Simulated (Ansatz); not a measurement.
One change: `C=[C](F)[InH2]` becomes `C=C(F)Br`.

Ansatz, PBE0-D4/def2-TZVP geometries, multiplicity 1. 

Elements past krypton have def2 core potentials. Scalar relativity is left out up to krypton.

```
                                          property  `C=[C](F)[InH2]`
              HOMO–LUMO gap (PBE0/def2-TZVPP) / eV              5.63
                HOMO energy (PBE0/def2-TZVPP) / eV             -7.63
             LUMO energy (ωB97M-V/def2-TZVPP) / eV             -0.45
               HOMO–LUMO gap (PBE/def2-TZVPP) / eV              3.72
    size of the dipole moment (PBE/def2-TZVPP) / D              1.09
size of the dipole moment (ωB97M-V/def2-TZVPP) / D              1.33
```

Task: What does the change do to each property? (Best estimate.)

Result: Ansatz gave: 
```json
{"property": "HOMO–LUMO gap (PBE0/def2-TZVPP) / eV", "`C=C(F)Br`": "7.42", "shift": "1.79"}
{"property": "HOMO energy (PBE0/def2-TZVPP) / eV", "`C=C(F)Br`": "-7.59", "shift": "0.04"}
{"property": "LUMO energy (ωB97M-V/def2-TZVPP) / eV", "`C=C(F)Br`": "2.00", "shift": "2.45"}
{"property": "HOMO–LUMO gap (PBE/def2-TZVPP) / eV", "`C=C(F)Br`": "5.22", "shift": "1.50"}
{"property": "size of the dipole moment (PBE/def2-TZVPP) / D", "`C=C(F)Br`": "1.10", "shift": "0.01"}
{"property": "size of the dipole moment (ωB97M-V/def2-TZVPP) / D", "`C=C(F)Br`": "1.25", "shift": "-0.08"}
```

Dipoles are sizes alone; their direction can turn.

Spin–orbit coupling is left out; it splits and shifts lone-pair levels of the heavy atoms by tenths of an eV.
